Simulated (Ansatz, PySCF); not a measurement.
Gas-phase reaction (SMILES): [OH][Al]([OH])[OH] + N (NH3) → [NH2][Al]([OH])[OH] + O (H2O); ammonia cleaves one Al-O bond, a model of a ligand-exchange step.

Each molecule is optimised on its own at B3LYP-D3(BJ)/def2-TZVP (Ansatz, a first-principles code), one conformer each, not searched for the lowest. Correlated levels leave the core frozen unless marked. Spin-orbit coupling is left out. No relativistic terms. Basis-set limits of correlation are two-point, X^-3; Hartree-Fock from the larger set. Thermal terms are rigid-rotor harmonic-oscillator values from B3LYP-D3(BJ) frequencies (Ansatz or PySCF) at 298.15 K and 1 atm. 1 Eh = 627.5095 kcal/mol.

| species | E, CCSD(T)/CBS(aug-cc-pV(T+d)Z,aug-cc-pV(Q+d)Z) (Ansatz) (Eh) | E, PBE/def2-TZVPD (Ansatz) (Eh) | H - E (Eh) |
|---|---|---|---|
| [OH][Al]([OH])[OH] | -469.51772 | -469.82298 | 0.04799 |
| N (NH3) | -56.50411 | -56.51037 | 0.03799 |
| [NH2][Al]([OH])[OH] | -449.62818 | -449.93442 | 0.06012 |
| O (H2O) | -76.37513 | -76.38111 | 0.02495 |

Q: Work out ΔE and ΔH at 298.15 K at the first level, then ΔH at the second.

A: 
1. ΔE = [(-449.62818) + (-76.37513)] - [(-469.51772) + (-56.50411)] = 0.01852 Eh = 11.6 kcal/mol at CCSD(T)/CBS(aug-cc-pV(T+d)Z,aug-cc-pV(Q+d)Z).
2. The terms H - E add up to -0.00091 Eh, so ΔH = (0.01852 + (-0.00091))×627.5095 = 11.1 kcal/mol.
3. At PBE/def2-TZVPD the same steps give ΔE = 11.2 and ΔH = 10.6 kcal/mol, a shift of -0.5 from the first level.
4. These values are not checked against measurement here, since the tables used lack a sound gas-phase enthalpy of formation for at least one species.
